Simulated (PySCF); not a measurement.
Electron correlation in Mg (magnesium, neutral)

[Ne] 3s1 3p1, high-spin 3P determinant (an excited configuration). Calculation: PySCF 2.14, in ANO-RCC-VTZP (5s4p2d1f, 34 functions); the spin-free X2C one-electron Hamiltonian (Gaussian nucleus). Frozen: [Ne]; 2 electrons correlated.

With two correlated electrons CCSD is exact within the correlated space (frozen core and kept virtual orbitals).

| level | correlation energy (mhartree) |
| --- | --- |
| CCSD | -3.45 |

Diagnostics: T1 = 0.0032, D1 = 0.0061, largest double amplitude 0.044.

Cost of the coupled-cluster step: about 0.21 core-seconds, for 2 correlated electrons.

Iterations:

```
CC2 = 0
CCSD nocc = (np.int64(2), np.int64(0)), nmo = (29, 29)
frozen orbitals [[0, 1, 2, 3, 4], [0, 1, 2, 3, 4]]
max_cycle = 100
direct = 0
conv_tol = 1e-08
conv_tol_normt = 1e-06
diis_space = 8
diis_start_cycle = 0
Init t2, MP2 energy = -0.00185841440476848
Init E_corr(UCCSD) = -0.00185841440667936
cycle = 1  E_corr(UCCSD) = -0.00269495145001732  dE = -0.000836537043  norm(t1,t2) = 0.0207136
cycle = 2  E_corr(UCCSD) = -0.00308756797438963  dE = -0.000392616524  norm(t1,t2) = 0.0101126
cycle = 3  E_corr(UCCSD) = -0.00345564669955863  dE = -0.000368078725  norm(t1,t2) = 0.00502151
cycle = 4  E_corr(UCCSD) = -0.0034541062960219  dE = 1.54040354e-06  norm(t1,t2) = 0.000393048
cycle = 5  E_corr(UCCSD) = -0.00345514348953314  dE = -1.03719351e-06  norm(t1,t2) = 5.65332e-05
cycle = 6  E_corr(UCCSD) = -0.0034547732692887  dE = 3.70220244e-07  norm(t1,t2) = 5.31184e-06
cycle = 7  E_corr(UCCSD) = -0.00345490070154034  dE = -1.27432252e-07  norm(t1,t2) = 1.50215e-06
cycle = 8  E_corr(UCCSD) = -0.00345488396456735  dE = 1.6736973e-08  norm(t1,t2) = 3.51877e-07
cycle = 9  E_corr(UCCSD) = -0.00345488066038575  dE = 3.3041816e-09  norm(t1,t2) = 1.21428e-07
UCCSD converged
E(UCCSD) = -199.8568537528057  E_corr = -0.003454880660385751
```

The basis was made for the ground configuration and has no added diffuse functions, which can raise the energy of the promoted electron.
